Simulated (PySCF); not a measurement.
## Molecular orbitals of TeH⁺

UHF at R = 1.679 Å; basis Te def2-SVPD with ECP28, H def2-SVPD; scalar-relativistic core potentials; PySCF 2.14. State: ³Σ⁻ (triplet), unpaired electrons π ↑↑. Only the outer orbitals are listed, counted within each symmetry, core potentials removing the inner ones.

```tsv
spin	orbital	occ.	ε (eV)	on Te (%)	main shells (%)
α	4σ	1	-31.52	93	92 Te s
α	5σ	1	-20.47	68	59 Te p, 32 H s
α	3π	1	-18.46	100	100 Te p
α	3π	1	-18.46	100	100 Te p
α	6σ	0	-3.92	65	32 H s, 26 Te p, 25 Te d
α	7σ	0	-2.65	104	82 Te s, 12 Te d, 10 Te p
α	8σ	0	-1.90	100	96 Te p
β	4σ	1	-27.30	81	78 Te s, 18 H s
β	5σ	1	-19.74	66	47 Te p, 35 H s, 18 Te s
β	3π	0	-7.23	97	97 Te p
β	3π	0	-7.23	97	97 Te p
β	6σ	0	-3.41	74	29 Te s, 22 Te p, 22 Te d
```

Task: Which are the highest filled and the lowest empty level, where do they sit, and how wide is the gap?

Result: Highest filled α 3π at -18.46 eV (in %: 100 Te p); lowest empty β 3π at -7.23 eV (in %: 97 Te p); the gap at UHF is 11.23 eV. Both belong to one degenerate shell, split only by its one-sided filling, so this is no excitation gap.

```json
{
  "bond order (Mayer)": "0.91",
  "⟨S²⟩": "2.018",
  "charge on Te (Mulliken, basis-dependent)": "0.91",
  "charge on Te (Löwdin, basis-dependent)": "1.20",
  "dipole moment (positive dipole points towards H; it is taken about the centre of mass and depends on that origin)": "0.83 D",
  "polarisability along the bond": "30.5 bohr³",
  "polarisability across the bond": "23.7 bohr³"
}
```

Shares are Mulliken populations and can fall outside 0 to 100 %.

Spin–orbit coupling is left out. The state was picked by a PBE0 search and need not be the measured ground state.
